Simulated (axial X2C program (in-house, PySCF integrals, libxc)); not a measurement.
MoS: nuclear properties from DFT to coupled cluster

Computed with an axial X2C code built on PySCF integrals: two-component X2C with atomic mean-field Coulomb and Gaunt terms, Gaussian nuclei, basis Mo dyall-acv3z, S dyall-av3z with contracted cores.

R = 2.135 Å (near the PBE0 minimum at charge 0 of the determinant lowest at the starting distance; the state shown can have its own minimum elsewhere); state Ω = 1 (⟨Sz⟩ = 2.00, ⟨Lz⟩ = -1.00 at PBE0).

```tsv
level	Eeff magnitude (GV/cm)	Ws magnitude Mo (kHz)	A∥/gI Mo (MHz)	qzz Mo (a.u.)	A∥/gI S (MHz)	μ (D)
PBE0	0.167	0.181	1050	0.31	-214	-4.36
HF	0.0774	0.0529	675	-0.47	-361	-4.68
B3LYP	0.432	0.308	1120	0.33	-198	-4.16
```

Eeff is the effective electric field on the electron electric dipole moment in this Ω state and Ws the scalar–pseudoscalar constant of the nucleus named (defined with the proton number Z and per Ω); A∥ (defined per Ω) follows by multiplying with gI = μI/(I μN); qzz is the electric field gradient, eQq0 = 234.96 MHz × Q/barn × qzz; μ is positive if the S end (last atom) is positive. The operators were transformed with the bare-nucleus X2C matrices; with these basis sets, hyperfine constants and field gradients can be off by tens of per cent, and where levels differ in sign neither size nor sign is settled.

Finite-field MP2, CCSD and CCSD(T), with 20 electrons correlated in 130 natural virtual spinors (MP2 remainder added):

```
  level  Eeff magnitude (GV/cm)  Ws magnitude Mo (kHz)  A∥/gI Mo (MHz)  qzz Mo (a.u.)  A∥/gI S (MHz)  μ (D)
    MP2                  0.0633                 0.0504             906           0.54           -265  -4.80
   CCSD                   0.181                  0.187             924           0.22           -240  -4.55
CCSD(T)                   0.374                  0.283             945           0.36           -207  -4.35
```

T1 = 0.050 (Lee–Taylor), a sign of multireference character. One unrestricted determinant, the lowest of a limited PBE0 search, is the reference; the functionals treat spin collinearly. With several open shells it need not be a pure state. The sign of Eeff is opposite to CCSD(T) at HF, MP2. Eeff spreads by more than a factor of two over the levels. Correlation of the inner shells is missing, which matters for properties at the nucleus. Number of frozen shells: Mo 3 s, 2 p, 1 d; S 2 s, 1 p.

(1) By how much does correlation change each value, CCSD(T) against HF?

## Answers

(1) A∥/gI Mo 40 %; qzz Mo from -0.47 to 0.36, a change of sign; A∥/gI S -43 %; μ -7 %.
